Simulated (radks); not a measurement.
Values are calculated unless marked as measured or tabulated.
Spherical quantum dot in the effective-mass picture: electrons in a parabolic well V = omega^2 r^2 / 2 with omega = 2.7, all in effective atomic units (hartree* = m*/eps^2 hartree, bohr* = eps/m* bohr), one dielectric constant everywhere. Level of theory: non-relativistic Kohn-Sham, PBEsol, spin-polarised, spherical densities (a radial shooting solver with Libxc functionals). Levels are named by radial order and angular momentum (1s, 1p, 1d, 2s, ...), and open shells are averaged over m.

N = 22, configuration 1s2 1p6 1d10 2s2 1f(up 2, down 0). This is the lowest configuration that the search found. Occupied and some empty levels:

level    occupation  eigenvalue (hartree*)  <r> (bohr*)
1s up             1                 21.185       0.9207
1s down           1                 21.207       0.9158
1p up             3                 22.703        1.169
1p down           3                 22.740        1.165
1d up             5                 24.372        1.349
1d down           5                 24.420        1.347
2s up             1                 24.643        1.197
2s down           1                 24.681        1.198
1f up             2                 26.174        1.494
1f down           0                 26.229        1.493
2p up             0                 26.584        1.353
2p down           0                 26.621        1.354
1g up             0                 28.091        1.618
1g down           0                 28.148        1.618
2d up             0                 28.597        1.497
2d down           0                 28.633        1.499

Energy (hartree*): total 357.636, kinetic 62.354, external 140.29, Hartree 171.97, exchange-correlation -16.974.
